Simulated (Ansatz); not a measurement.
A made-up structure of CH$_{4}$ClSn (charge +1), singlet:

```
7
angstrom
Cl -0.5135 -1.5201 0.7270
C -0.7778 -0.3104 -0.6122
Sn 0.8234 0.6563 0.3663
H -1.7712 0.1155 -0.5165
H -0.5837 -0.7880 -1.5670
H -1.2691 0.6215 -0.7297
H 2.3817 0.1851 -0.0572
```

It is relaxed with PBE-D4/def2-SVP and then PBE0-D4/def2-TZVP (Ansatz 0.2.0). Atoms count as bonded within 1.22 times the sum of their covalent radii (H–H: 0.88 Å). The end point is not checked to be a true minimum.

(1) Does its bonding change? (Judge from chemistry; the calculation decides.)

## Answers

(1) Computed: Yes. Formed: none; broken: C2–Sn3, H4–H6.

Where it ends: The first stage lowers the energy by 5.54 eV in 14 steps. It ends as CH₄ClSn ([CH3][Cl][SnH]), total charge +1:
```xyz
7
angstrom
Cl -0.6212 -0.5797 0.8912
C -1.1255 -0.3361 -0.8319
Sn 1.8534 0.1776 1.3167
H -2.1569 -0.6779 -0.8695
H -0.4728 -0.9443 -1.4497
H -1.0405 0.7241 -1.0479
H 1.8533 0.5961 -0.3983
```

Labels in which every atom is bracketed show which atoms are joined, not bond orders.

For scale, one of the runs: PBE0-D4/def2-TZVP relaxation, 142 basis functions, launched by `ansatz run in.yaml --threads 2 --pin off --events-out ev --progress --plain --max-ram 4352MiB`. Hardware: 2 CPU threads of an Arm Neoverse V1, shared host. Wall time about 50 s.
